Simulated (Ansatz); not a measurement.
A first, cheap relaxation of C$_{3}$H$_{9}$BS (`CBSCC`).

```yaml
crystal:
  periodic: [false, false, false]
  atoms:
    - {symbol: C, position_ang: [-2.368800, 0.309200, -0.726600]}
    - {symbol: B, position_ang: [-1.043900, -0.111700, -1.376000]}
    - {symbol: S, position_ang: [0.529100, 0.773900, -0.922700]}
    - {symbol: C, position_ang: [1.008700, -0.337900, 0.477000]}
    - {symbol: C, position_ang: [2.243300, 0.056200, 1.123900]}
    - {symbol: H, position_ang: [-2.607200, 1.431600, -0.999800]}
    - {symbol: H, position_ang: [-2.344000, 0.249000, 0.368700]}
    - {symbol: H, position_ang: [-3.202500, -0.257700, -1.141100]}
    - {symbol: H, position_ang: [-1.010800, -0.985100, -2.105700]}
    - {symbol: H, position_ang: [1.031000, -1.390200, 0.131600]}
    - {symbol: H, position_ang: [0.107200, -0.301400, 1.253400]}
    - {symbol: H, position_ang: [3.093400, 0.018200, 0.425400]}
    - {symbol: H, position_ang: [2.113000, 1.126600, 1.516800]}
    - {symbol: H, position_ang: [2.438500, -0.609800, 2.004000]}
basis:
  gaussian: {orbitals: def2-SVP}
hamiltonian: {xc: pbe, dispersion: d4}
relax: {f_tol: 0.03, max_steps: 200}
```

```sh
$ ansatz run in.yaml --threads 4 --pin off --events-out ev --progress --plain --max-ram 10444MiB
```

It prints (some lines left out):

```
Functional definition: PBE
mean field -14752.25465178 eV, -542.1353590154 hartree, gradient 3.5e-5 eV, S^2 0.000000; 0 other end points of the search recorded, 0 dependent functions left out
relax step   1: F+E_penalty+E_count = -14752.53082241 eV  Δ(F+E_penalty+E_count) = +0.000e0 eV  max|allowed force component| = 3.814e0 eV/Å  Δτ_max = 0.0000 Å  (29 SCF iters, accepted)
mean field -14752.64626670 eV, -542.1497505985 hartree, gradient 2.1e-5 eV, S^2 0.000000; 0 other end points of the search recorded, 0 dependent functions left out
relax step   2: F+E_penalty+E_count = -14752.92085111 eV  Δ(F+E_penalty+E_count) = -3.900e-1 eV  max|allowed force component| = 1.277e0 eV/Å  Δτ_max = 0.1338 Å  (29 SCF iters, accepted)
mean field -14752.72599927 eV, -542.1526807163 hartree, gradient 2.4e-5 eV, S^2 0.000000; 0 other end points of the search recorded, 0 dependent functions left out
relax step   3: F+E_penalty+E_count = -14752.99888353 eV  Δ(F+E_penalty+E_count) = -7.803e-2 eV  max|allowed force component| = 6.978e-1 eV/Å  Δτ_max = 0.1662 Å  (28 SCF iters, accepted)
mean field -14752.84312291 eV, -542.1569849307 hartree, gradient 2.2e-5 eV, S^2 0.000000; 0 other end points of the search recorded, 0 dependent functions left out
relax step   4: F+E_penalty+E_count = -14753.11462118 eV  Δ(F+E_penalty+E_count) = -1.157e-1 eV  max|allowed force component| = 7.460e-1 eV/Å  Δτ_max = 0.1915 Å  (29 SCF iters, accepted)
mean field -14752.97057680 eV, -542.1616687749 hartree, gradient 1.6e-5 eV, S^2 0.000000; 0 other end points of the search recorded, 0 dependent functions left out
relax step   5: F+E_penalty+E_count = -14753.24141707 eV  Δ(F+E_penalty+E_count) = -1.268e-1 eV  max|allowed force component| = 6.603e-1 eV/Å  Δτ_max = 0.1942 Å  (29 SCF iters, accepted)
mean field -14753.12668694 eV, -542.1674057164 hartree, gradient 7.7e-6 eV, S^2 0.000000; 0 other end points of the search recorded, 0 dependent functions left out
relax step   6: F+E_penalty+E_count = -14753.39626277 eV  Δ(F+E_penalty+E_count) = -1.548e-1 eV  max|allowed force component| = 6.427e-1 eV/Å  Δτ_max = 0.1962 Å  (28 SCF iters, accepted)
mean field -14753.26308654 eV, -542.1724183096 hartree, gradient 7.0e-6 eV, S^2 0.000000; 0 other end points of the search recorded, 0 dependent functions left out
relax step   7: F+E_penalty+E_count = -14753.53176487 eV  Δ(F+E_penalty+E_count) = -1.355e-1 eV  max|allowed force component| = 3.760e-1 eV/Å  Δτ_max = 0.1989 Å  (30 SCF iters, accepted)
mean field -14753.39217555 eV, -542.1771622430 hartree, gradient 2.1e-5 eV, S^2 0.000000; 0 other end points of the search recorded, 0 dependent functions left out
relax step   8: F+E_penalty+E_count = -14753.65924773 eV  Δ(F+E_penalty+E_count) = -1.275e-1 eV  max|allowed force component| = 5.724e-1 eV/Å  Δτ_max = 0.2000 Å  (28 SCF iters, accepted)
mean field -14753.48290978 eV, -542.1804966645 hartree, gradient 2.6e-5 eV, S^2 0.000000; 0 other end points of the search recorded, 0 dependent functions left out
relax step   9: F+E_penalty+E_count = -14753.74888851 eV  Δ(F+E_penalty+E_count) = -8.964e-2 eV  max|allowed force component| = 4.276e-1 eV/Å  Δτ_max = 0.1941 Å  (28 SCF iters, accepted)
mean field -14753.55124667 eV, -542.1830079989 hartree, gradient 1.8e-5 eV, S^2 0.000000; 0 other end points of the search recorded, 0 dependent functions left out
relax step  10: F+E_penalty+E_count = -14753.81712180 eV  Δ(F+E_penalty+E_count) = -6.823e-2 eV  max|allowed force component| = 2.025e-1 eV/Å  Δτ_max = 0.1995 Å  (28 SCF iters, accepted)
mean field -14753.58879306 eV, -542.1843878032 hartree, gradient 1.9e-5 eV, S^2 0.000000; 0 other end points of the search recorded, 0 dependent functions left out
relax step  11: F+E_penalty+E_count = -14753.85450914 eV  Δ(F+E_penalty+E_count) = -3.739e-2 eV  max|allowed force component| = 8.094e-2 eV/Å  Δτ_max = 0.1997 Å  (28 SCF iters, accepted)
mean field -14753.59809617 eV, -542.1847296864 hartree, gradient 2.0e-5 eV, S^2 0.000000; 0 other end points of the search recorded, 0 dependent functions left out
relax step  12: F+E_penalty+E_count = -14753.86395374 eV  Δ(F+E_penalty+E_count) = -9.445e-3 eV  max|allowed force component| = 2.551e-1 eV/Å  Δτ_max = 0.1748 Å  (28 SCF iters, accepted)
mean field -14753.60198484 eV, -542.1848725922 hartree, gradient 1.9e-5 eV, S^2 0.000000; 0 other end points of the search recorded, 0 dependent functions left out
relax step  13: F+E_penalty+E_count = -14753.86749991 eV  Δ(F+E_penalty+E_count) = -3.546e-3 eV  max|allowed force component| = 2.854e-1 eV/Å  Δτ_max = 0.1072 Å  (30 SCF iters, accepted)
mean field -14753.60735668 eV, -542.1850700039 hartree, gradient 1.6e-5 eV, S^2 0.000000; 0 other end points of the search recorded, 0 dependent functions left out
relax step  14: F+E_penalty+E_count = -14753.87282067 eV  Δ(F+E_penalty+E_count) = -5.321e-3 eV  max|allowed force component| = 7.226e-2 eV/Å  Δτ_max = 0.0228 Å  (31 SCF iters, accepted)
mean field -14753.60751625 eV, -542.1850758677 hartree, gradient 1.6e-5 eV, S^2 0.000000; 0 other end points of the search recorded, 0 dependent functions left out
relax step  15: F+E_penalty+E_count = -14753.87312412 eV  Δ(F+E_penalty+E_count) = -3.035e-4 eV  max|allowed force component| = 1.413e-2 eV/Å  Δτ_max = 0.0111 Å  (32 SCF iters, accepted)
mean field -14753.60751625 eV, -542.1850758677 hartree, gradient 1.9e-5 eV, S^2 0.000000; 1 other end points of the search recorded, 0 dependent functions left out
Total energy: -14753.87316338 eV, -542.1948382198 hartree
Atom 0 at    -2.644507     0.580489    -1.169896 Å, force    -0.001703    -0.004550    -0.000221 eV/Å
Atom 1 at    -1.415477    -0.172937    -0.546154 Å, force    -0.003958     0.013403    -0.004907 eV/Å
Atom 2 at     0.052802     0.732541    -0.101183 Å, force    -0.006734    -0.013765    -0.001245 eV/Å
Atom 3 at     1.205739    -0.544431     0.581056 Å, force     0.008288     0.014128     0.000452 eV/Å
Atom 4 at     2.518585     0.098177     1.010612 Å, force     0.008045    -0.006091     0.003323 eV/Å
Atom 5 at    -2.511722     1.670754    -1.313594 Å, force     0.002251     0.001846     0.002538 eV/Å
Atom 6 at    -3.540761     0.417621    -0.531046 Å, force    -0.004059    -0.001246     0.000117 eV/Å
Atom 7 at    -2.902543     0.124821    -2.151314 Å, force    -0.001330    -0.000810    -0.002789 eV/Å
Atom 8 at    -1.432068    -1.377304    -0.351100 Å, force     0.003326     0.002788     0.002464 eV/Å
Atom 9 at     1.366027    -1.307823    -0.205469 Å, force     0.001321    -0.001177     0.000476 eV/Å
Atom 10 at     0.697291    -1.036848     1.433106 Å, force     0.000112    -0.002205     0.001162 eV/Å
Atom 11 at     3.025725     0.595215     0.158771 Å, force    -0.002368    -0.002230    -0.000490 eV/Å
Atom 12 at     2.359018     0.860713     1.799844 Å, force    -0.002894    -0.000996    -0.001464 eV/Å
Atom 13 at     3.208891    -0.670087     1.415267 Å, force    -0.000299     0.000904     0.000585 eV/Å
Dipole moment:     0.146681    -0.147641     0.085536 e Å
```

Run time 23 s (4 threads of an Arm Neoverse V1 on a shared host); peak host memory 0.16 GiB.
